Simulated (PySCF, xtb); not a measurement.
C3H7BFNO, SMILES C/C=C/OB(N)F.

xtb with GFN2-xTB at its own geometry gives an orbital gap of 4.87 eV and a dipole moment of 1.56 D.

Coordinates come from a r2SCAN-D4/def2-SVP optimisation. The structure was generated by enumeration; whether it is a known compound was not checked. The values are those of a single conformer.

Task: What does PySCF with HF/def2-TZVP give? (An estimate is asked for; the answer gives what the named calculation found.)

Result: gap 12.33 eV (levels -9.03 and 3.30 eV), dipole 1.17 D.
